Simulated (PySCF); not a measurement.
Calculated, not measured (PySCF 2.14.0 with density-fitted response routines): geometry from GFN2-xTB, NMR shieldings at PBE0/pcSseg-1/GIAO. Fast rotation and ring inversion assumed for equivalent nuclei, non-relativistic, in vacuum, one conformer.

References, each an isolated molecule treated in the same way: TMS for $^{1}$H, $^{13}$C. Shifts are as computed. Against solution values, carbons near 30 ppm lie about +3 ppm off and those near 130 ppm about +5 ppm. Of 1309 compounds with measured shifts, 239 miss one by over three times the rms of a fit or turn the order of signals round; such compounds aren't used in these exercises. OH and NH positions are gas-phase values without hydrogen bonding to other molecules.

(1) Order these molecules by the shift of their most shielded carbon, lowest δ first.
A. CCC1=C(CC=O)C[SiH2]1
B. C/C=C(\[SiH3])C1CC(=O)C1
C. C=C=C(C#N)C#C[SiH2]C
D. [H]/N=C\[SiH2]OC=O
E. C1=C[Si@]2(CC1)CCOC2

(2) Order these molecules by the shift of their most deshielded carbon-bound hydrogen, lowest δ first.
A. C[Si@H]1[Si@@H](Cl)[Si@H](P)[Si@H]1Cl
B. C=C=C(C#N)C#C[SiH2]C
C. [H]/N=C\[SiH2]OC=O
D. CCC1=C(CC=O)C[SiH2]1
E. C1=C[Si@]2(CC1)CCOC2
F. C/C=C(\[SiH3])C1CC(=O)C1

(3) How many $^{13}$C and $^{1}$H signals does each give (equivalence by symmetry and fast rotation, but not about amide C–N or C=N bonds)? `CCC1=C(CC=O)C[SiH2]1`, `C=C=C(C#N)C#C[SiH2]C`, `C/C=C(\[SiH3])C1CC(=O)C1`, `C1=C[Si@]2(CC1)CCOC2`, `[H]/N=C\[SiH2]OC=O`, `C[Si@H]1[Si@@H](Cl)[Si@H](P)[Si@H]1Cl`

Results:

(1) C (-5.4 ppm, methyl carbon bonded to Si), E (7.9 ppm, sp3 CH2 bonded to Si), A (18.6 ppm, methyl carbon), B (22.8 ppm, allylic methyl carbon), D (164.8 ppm, carbonyl carbon).

(2) A (0.73 ppm, hydrogen on a methyl carbon bonded to Si), B (5.74 ppm, hydrogen on a terminal carbon of a cumulated C=C=C unit), F (6.45 ppm, hydrogen on an alkene CH), E (7.15 ppm, hydrogen on an alkene CH), C (9.13 ppm, hydrogen on a C=N carbon), D (9.59 ppm, hydrogen on an aldehyde carbonyl carbon).

(3) CCC1=C(CC=O)C[SiH2]1: 7 C, 6 H; C=C=C(C#N)C#C[SiH2]C: 7 C, 3 H; C/C=C(\[SiH3])C1CC(=O)C1: 6 C, 6 H; C1=C[Si@]2(CC1)CCOC2: 7 C, 12 H; [H]/N=C\[SiH2]OC=O: 2 C, 4 H; C[Si@H]1[Si@@H](Cl)[Si@H](P)[Si@H]1Cl: 1 C, 5 H.
